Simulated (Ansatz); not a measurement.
Ansatz (an electronic-structure program) input (PBE0/def2-TZVP):

Ansatz 0.2 input:
```yaml
crystal:
  periodic: [false, false, false]
  atoms:
    - {symbol: Mn, position_ang: [0.00000000, 0.00000000, 0.00000000]}
    - {symbol: F, position_ang: [-0.00000000, -0.00000000, -1.79756774]}
    - {symbol: F, position_ang: [0.00000000, 0.00000000, 1.79756774]}
basis:
  gaussian:
    orbitals: def2-TZVP
hamiltonian:
  xc: {name: PBE0}
magnetization: {spin_polarized: true, initial_magnetization: 5}
relax: {f_tol: 0.003, max_steps: 100}
```

End of the output:

```
the calculation of the forces begins
reference -36748.64225280 eV, -1350.4876936661 hartree; 24, 19 occupied and 83, 88 virtual orbitals, 822 factors
relax step   3: F+E_penalty+E_count = -36748.64222355 eV  Δ(F+E_penalty+E_count) = -1.843e-4 eV  max|allowed force component| = 6.675e-4 eV/Å  Δτ_max = 0.0028 Å  (26 SCF iters, accepted)
integrals: 0.03 GiB planned
822 factors; their error is unknown
mean field: 0.43 GiB planned
mean field evaluation 32: about -36748.5231 eV, gradient 7.1e-2 eV
mean field -36748.64222355 eV, -1350.4876925912 hartree, gradient 1.2e-5 eV, S^2 8.762122; 1 other end points of the search recorded, 0 dependent functions left out
the calculation of the forces begins
reference -36748.64225280 eV, -1350.4876936661 hartree; 24, 19 occupied and 83, 88 virtual orbitals, 822 factors
Total energy: -36748.64225280 eV, -1350.4876936661 hartree
Atom 0 at    -0.000000    -0.000000     0.000000 Å, force     0.000000    -0.000000    -0.000000 eV/Å
Atom 1 at     0.000000     0.000000    -1.791623 Å, force    -0.000000     0.000000    -0.000667 eV/Å
Atom 2 at     0.000000     0.000000     1.791623 Å, force    -0.000000     0.000000     0.000667 eV/Å
Dipole moment:    -0.000000    -0.000000    -0.000000 e Å
```

The spin state was set by rule; other spins were not relaxed.
